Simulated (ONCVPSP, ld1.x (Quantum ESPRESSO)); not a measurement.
**Potentials for N compared**

Generated with ld1.x 7.5 (TM, RRKJ, ultrasoft, PAW), atompaw 4.2 or ONCVPSP 4.0.1. The cutoff is in Ry: for ld1.x and atompaw files where the sum of valence levels is converged to 10 mRy in a Bessel basis, for ONCV files where the hardest occupied wave has 1 mHa per electron of residual kinetic energy. The error is the largest all-electron minus pseudo excitation energy over each file’s own four to seven test configurations (ionisations up to +4, promotions, holes and added fractions of an electron), all of which were solved. The labels leave out finer settings (local radius, basis sizes, second energies), which also bear on the numbers. Spin-polarised tests are not counted. The rows are a selection from randomly drawn settings: files with unsolved tests, undetermined cutoffs or missed reference levels are left out.

```tsv
potential	cutoff (Ry)	largest error (meV)	bound ghosts
ONCV, LDA (Perdew-Zunger), scalar-relativistic, rc 0.75/1.25/1.05 (spd), local s, core correction no, reference 2s1.5 2p3.5, qcut 8.9/7.2/8.3, projectors 0/2/2	60	+172	none
ONCV, PW91, scalar-relativistic, rc 0.85/1.20/1.00 (spd), local smoothed, core correction no, reference 2s1.75 2p3.25, qcut 9.6/5.9/10.5, projectors 2/3/2	138	+168	none
ONCV, LDA (Perdew-Zunger), scalar-relativistic, rc 0.75/1.50/1.45 (spd), local smoothed, core correction yes, reference 2s2 2p3, qcut 7.4/7.9/7.3, projectors 2/2/2	58	+484	none
ultrasoft, LDA (PZ), non-relativistic, rc 1.00/1.20 (sp), local smoothed, core correction no, reference 2s2 2p2.5	45	+606	none
```

Fill in the row for N: ONCV, LDA (Perdew-Zunger), non-relativistic, rc 0.90/2.55/2.20 (spd), local smoothed, core correction yes, reference 2s2 2p3, qcut 7.7/6.6/5.2, projectors 2/1/2.

cutoff 59 Ry, largest error +3265 meV, bound ghosts: none.
